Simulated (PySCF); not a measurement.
**[La(NH3)3]3+: from a saddle point downhill**

PySCF 2.14.0, RKS PBE0, La lcecp-1-SVP with ECP46, N def2-SVP, H def2-SVP; non-relativistic Hamiltonian with scalar-relativistic core potentials where named; density fitting; no spin-orbit coupling. Relaxed within the symmetry of its start, the geometry (C3h) is

```xyz
13

La    0.0000    0.0000    0.0000
N     2.5626    0.0010    0.0000
H     3.0108   -0.4673    0.8079
H     3.0108   -0.4673   -0.8079
H     3.0113    0.9339    0.0000
N    -1.2822    2.2188    0.0000
H    -1.1007    2.8411    0.8079
H    -1.1007    2.8411   -0.8079
H    -2.3144    2.1409    0.0000
N    -1.2804   -2.2198    0.0000
H    -1.9101   -2.3738    0.8079
H    -1.9101   -2.3738   -0.8079
H    -0.6968   -3.0748    0.0000
```

and its lowest harmonic modes are -49, -48, -48, -38, 80, 80 cm⁻¹ (negative: unstable). It was moved along the lowest mode and relaxed again, within the group C3 that the move left.

**Question.** Where does it end, and how much lower?

**Answer.** In C3, 0.000 eV lower, after 3 steps:
```xyz
13

La    0.0000    0.0000   -0.0132
N     2.5638    0.0008    0.0137
H     3.0066   -0.6506    0.6862
H     3.0188   -0.2560   -0.8811
H     3.0111    0.9058    0.2438
N    -1.2826    2.2199    0.0137
H    -0.9398    2.9291    0.6862
H    -1.2877    2.7424   -0.8811
H    -2.2900    2.1548    0.2438
N    -1.2812   -2.2207    0.0137
H    -2.0668   -2.2785    0.6862
H    -1.7311   -2.4864   -0.8811
H    -0.7211   -3.0606    0.2438
```

**Question.** How do the contacts change?

**Answer.** 
```json
{"contact": "La1–N2 (NH3)", "saddle (Å)": "2.563", "end (Å)": "2.564"}
{"contact": "La1–N6 (NH3)", "saddle (Å)": "2.563", "end (Å)": "2.564"}
{"contact": "La1–N10 (NH3)", "saddle (Å)": "2.563", "end (Å)": "2.564"}
```


**Question.** Is the end a minimum?

**Answer.** Probably not: 1 of the modes stay unstable (below −25 cm⁻¹), though so soft as to be near the noise; lowest modes -37, -15, -15, -15, 81, 81 cm⁻¹.

State: singlet in the valence, with the 4f electrons in the core potential.
